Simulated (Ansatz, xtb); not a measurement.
Relaxing a trial structure of FH3NSn+

The starting geometry of this gas-phase singlet has its atoms placed at random.

```yaml
atoms:
  - { symbol: F, position_ang: [-0.6179, 1.9248, 0.1641] }
  - { symbol: N, position_ang: [-0.2166, -1.7671, -1.2696] }
  - { symbol: Sn, position_ang: [0.4249, -1.2159, 0.5973] }
  - { symbol: H, position_ang: [-0.0095, 1.0215, 0.3079] }
  - { symbol: H, position_ang: [0.2817, 0.6431, -0.9049] }
  - { symbol: H, position_ang: [-1.1653, -1.0229, -0.3293] }
```

Guess where an optimisation with r2SCAN-D4/def2-SVP ends from this start.

It ends as a structure with F1 bridging H4 and Sn3, given below by its coordinates. Distances that change by over a tenth: F1–Sn3 (3.34 → 2.38 Å), F1–H4 (1.10 → 0.94 Å). Contacts that open: Sn3–H6 (1.85 → 2.71 Å). Contacts that close: N2–H5 (2.49 → 1.02 Å), N2–H6 (1.53 → 1.02 Å).

The energy falls by 9.50 eV over 20 steps:

```
step  E − E(last) (eV)
   1             9.504
   3             5.747
   5             2.582
   7             1.456
   9             1.032
  12             0.523
  14             0.250
  16             0.054
  18             0.003
  20             0.000
```

Final geometry (Å):

```xyz
6

F     0.0953    1.4359    0.4120
N    -0.5399   -1.0420   -0.8432
Sn    0.5339   -0.8702    0.8258
H     0.3182    2.2429    0.8365
H    -0.9373   -0.2575   -1.3644
H    -0.7730   -1.9255   -1.3012
```

From the same start GFN2-xTB reaches the same bonding as this run.

From so rough a start the end depends on the optimiser's path, so another program may land elsewhere. No frequencies were run, so the end isn't proven a minimum. Atoms past krypton carry core potentials, without spin–orbit terms. Run with Ansatz 0.2.0, 23 s on 1 thread of Intel(R) Xeon(R) 6975P-C (Granite Rapids), with other jobs on the host.
